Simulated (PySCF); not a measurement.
A species of formula C6H10O2SSi has this rotational fingerprint, computed with PBE0/pcSseg-1 in PySCF (dipole) on a GFN2-xTB geometry, gas phase:

| Item | Value |
| --- | --- |
| Rotational constants | A = 1375, B = 707.3, C = 512.2 MHz |
| Dipole components | \|μa\| = 1.43 D, \|μb\| = 3.48 D, \|μc\| = 1.44 D |
| Inertial defect | -95.24 u·Å² |
| κ | -0.55 |

Question: Which candidate fits, each taken in the one conformer that was computed?
A. `[CH3:1][O:2][c:3]1[cH:4][s:5][c:6]([CH2:7][O:8][SiH3:9])[cH:10]1` with C1–O2–C3–C4 2°, S5–C6–C7–O8 99°, C6–C7–O8–Si9 -54°
B. `[CH3:1][S:2]/[CH:3]=[CH:4]/[C@H:5]1[O:6][CH2:7][SiH2:8][C:9]1=[O:10]` with C1–S2–C3–C4 0°, C3–C4–C5–O6 151°, C4–C5–O6–C7 75°, C5–O6–C7–Si8 38°, O6–C7–Si8–C9 -18°, C7–Si8–C9–O10 180°
C. `[O:1]=[CH:2][O:3][CH2:4][C:5](=[S:6])[C@H:7]1[CH2:8][CH2:9][SiH2:10]1` with O1–C2–O3–C4 1°, C2–O3–C4–C5 154°, O3–C4–C5–S6 -147°, C4–C5–C7–C8 179°
D. `[CH2:1]=[C:2]([SiH2:3][O:4][C:5]([CH3:6])=[S:7])[C:8]([CH3:9])=[O:10]` with C1–C2–Si3–O4 -141°, C2–Si3–O4–C5 32°, Si3–O4–C5–C6 -170°, C1–C2–C8–C9 26°

Answer: C. It is O=COCC(=S)[C@H]1CC[SiH2]1, an asymmetric top, point group C1. The candidates at the same level (rigid rotor, commonest isotopes):

| SMILES | A (MHz) | B (MHz) | C (MHz) | μa (D) | μb (D) | μc (D) | Δ (u·Å²) | point group | rotor |
| --- | --- | --- | --- | --- | --- | --- | --- | --- | --- |
| COc1csc(CO[SiH3])c1 | 2015 | 508.6 | 481.5 | 2.13 | 0.91 | 0.44 | -194.91 | C1 | near-prolate asymmetric top |
| CS/C=C/[C@H]1OC[SiH2]C1=O | 1760 | 505.8 | 471.6 | 0.52 | 3.05 | 1.55 | -214.71 | C1 | near-prolate asymmetric top |
| O=COCC(=S)[C@H]1CC[SiH2]1 | 1375 | 707.3 | 512.2 | 1.43 | 3.48 | 1.44 | -95.24 | C1 | asymmetric top |
| C=C([SiH2]OC(C)=S)C(C)=O | 1342 | 823.6 | 720.7 | 1.34 | 0.62 | 0.81 | -288.95 | C1 | asymmetric top |

`COc1csc(CO[SiH3])c1` has A 47 % too high; `CS/C=C/[C@H]1OC[SiH2]C1=O` has B 28 % too low; `C=C([SiH2]OC(C)=S)C(C)=O` has C 41 % too high. No structure here is proved a minimum.
